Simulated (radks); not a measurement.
Problem. These are the eigenvalues of the occupied orbitals of an atom or ion with whole-number occupations (eV). All-electron calculation, Dirac Kohn-Sham, PBE, spin-unpolarised, spherical densities, finite nucleus; Fermi nuclear charge, rms radius of each element as measured or else 0.836 A^(1/3) + 0.57 fm. Program: a radial shooting solver on a logarithmic mesh with Libxc functionals.

| orbital | eigenvalue |
|---|---|
| 1s1/2 | -15027.71 |
| 2s1/2 | -2007.120 |
| 2p1/2 | -1820.417 |
| 2p3/2 | -1759.634 |
| 3s1/2 | -297.8534 |
| 3p1/2 | -230.9657 |
| 3p3/2 | -221.8355 |
| 3d3/2 | -104.8345 |
| 3d5/2 | -103.2846 |
| 4s1/2 | -31.8806 |
| 4p1/2 | -16.5564 |
| 4p3/2 | -15.6778 |
| 5s1/2 | -2.2314 |

Which element is it, and in what charge state? The configuration may be excited. Open shells, if any, are shared by 2j + 1.

Solution. Z = 37, rubidium, charge 0: Rb in [Kr] 5s1. The list shows which subshells hold electrons but not how many an open one holds; the 1s level, -552.26 hartree, gives Z - s = 33.2 by -(Z - s)^2/2, which with screening and relativity narrows Z to a few neighbours, and the depths of the outer levels then fix element, charge and occupations together.
